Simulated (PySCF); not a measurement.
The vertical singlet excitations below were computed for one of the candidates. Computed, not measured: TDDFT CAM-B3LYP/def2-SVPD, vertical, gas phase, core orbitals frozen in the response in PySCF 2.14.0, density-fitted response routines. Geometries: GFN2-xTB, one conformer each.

```
state  E (eV)  λ (nm)       f
   S1    4.36   284.5   0.033
   S2    5.44   228.1  0.0062
   S3    5.97   207.8  0.0014
   S4    6.44   192.5   0.161
   S5    6.45   192.3  0.0006
   S6    6.54   189.5  0.0010
   S7    6.81   182.2  0.0012
   S8    7.23   171.4  0.0071
```

Triplets computed (Tamm–Dancoff): 2.73, 4.53, 5.18 eV.

Orbital energies (eV): HOMO-3 -11.40, HOMO-2 -10.50, HOMO-1 -9.67, HOMO -7.75, LUMO -0.24, LUMO+1 0.92, LUMO+2 1.12.

Question: Which structure fits? All have the formula C5H6F2OSi.
A. `C1[SiH2]C(=C(C=1F)OC)F`
B. `C1(=C[SiH2]C1(F)F)C(=O)C`
C. `C#C/C=C(\O[SiH3])C(F)F`
D. `FCOC1=C(F)C=C[SiH2]1`

Answer: A. Its S1 lies at 4.36 eV; the nearest of the others has S1 at 4.10 eV. S1 is HOMO→LUMO (98%). Löwdin shares by element: HOMO carbon 60% or more, oxygen 12% (atoms not listed hold the other 28%); LUMO carbon 66% or more (atoms not listed hold the other 34%). At the same level the other candidates give, for their lowest levels:
- `C#C/C=C(\O[SiH3])C(F)F`: 5.19 eV (f 0.264); 5.53 eV (f 0.000); 5.65 eV (f 0.000); 6.43 eV (f 0.000); 7.01 eV (f 0.001); T1 3.16 eV; HOMO -8.23, LUMO -0.26 eV
- `CC(=O)C1=C[SiH2]C1(F)F`: 3.58 eV (f 0.000); 5.41 eV (f 0.000); 5.92 eV (f 0.226); 6.08 eV (f 0.003); 6.78 eV (f 0.120); T1 3.12 eV; HOMO -9.04, LUMO -1.25 eV
- `FCOC1=C(F)C=C[SiH2]1`: 4.10 eV (f 0.095); 5.40 eV (f 0.006); 5.99 eV (f 0.001); 6.06 eV (f 0.000); 6.56 eV (f 0.010); T1 2.52 eV; HOMO -7.69, LUMO -0.48 eV

The values belong to the conformer `[CH3:1][O:2][C:3]1=[C:4]([F:5])[SiH2:6][CH:7]=[C:8]1[F:9]`: C1–O2–C3–C4 0°.
